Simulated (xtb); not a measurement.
xtb input (GFN1-xTB):

```bash
xtb mol.xyz --gfn 1 --opt tight --chrg 0 --uhf 0
```
mol.xyz:
```
14

Ge    -2.07857526     1.33344413     0.27027474
Ge    -0.84141448    -0.51021083     1.27777831
Ge     0.80136135    -1.36409547    -0.31316826
Ge     2.11741681     0.48416546    -1.20570588
H     -3.17762669     1.85792012     1.21172420
H     -1.11286937     2.48804688    -0.05140771
H     -2.73453619     0.87125949    -1.04344594
H     -1.81203186    -1.62681778     1.71295936
H     -0.11046594    -0.00357572     2.53779856
H      1.72599717    -2.39921897     0.35903683
H      0.06614967    -2.07022649    -1.47051812
H      1.19699933     1.44885693    -1.97471630
H      3.21702467    -0.01427188    -2.16055611
H      2.78012992     1.26232214    -0.05459992
```

End of the output:

```
   1 H   32 Ge         10     1.5050835     1.5145123     1.4970606
  32 Ge  32 Ge          3     2.3621583     2.3916829     2.3470076

optimized geometry written to: xtbopt.xyz

           -------------------------------------------------
          | TOTAL ENERGY              -12.079242854340 Eh   |
          | GRADIENT NORM               0.000636047959 Eh/α |
          | HOMO-LUMO GAP               3.518574794230 eV   |
           -------------------------------------------------

------------------------------------------------------------------------
------------------------------------------------------------------------
 total:
 SCF:
 ANC optimizer:
```
